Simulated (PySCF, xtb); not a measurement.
C4H9NSi, SMILES [SiH3]N1CC=CC1. The values are those of a single conformer.

Harmonic wavenumbers (cm⁻¹) from GFN2-xTB (xtb) at its own minimum, in rising order: 66, 92, 188, 226, 371, 473, 561, 599, 717, 743, 767, 800, 817, 843, 863, 983, 989, 993, 1043, 1098, 1129, 1155, 1182, 1194, 1263, 1301, 1317, 1484, 1484, 1700, 2142, 2250, 2255, 2815, 2817, 2906, 2906, 3123, 3139.

**Question.** What does r2SCAN-D4/def2-SVP (PySCF) give at its own minimum? (The exact figures need the calculation; the answer reports its results.)

**Answer.** 66, 93, 185, 211, 393, 467, 671, 694, 701, 806, 832, 905, 940, 949, 970, 978, 996, 1008, 1035, 1104, 1132, 1174, 1183, 1204, 1297, 1361, 1367, 1483, 1495, 1694, 2161, 2212, 2219, 2918, 2922, 2978, 2980, 3202, 3226. Paired by order, the mean absolute difference is 43 cm⁻¹ and the zero-point energies are 72.6 and 74.6 kcal/mol.
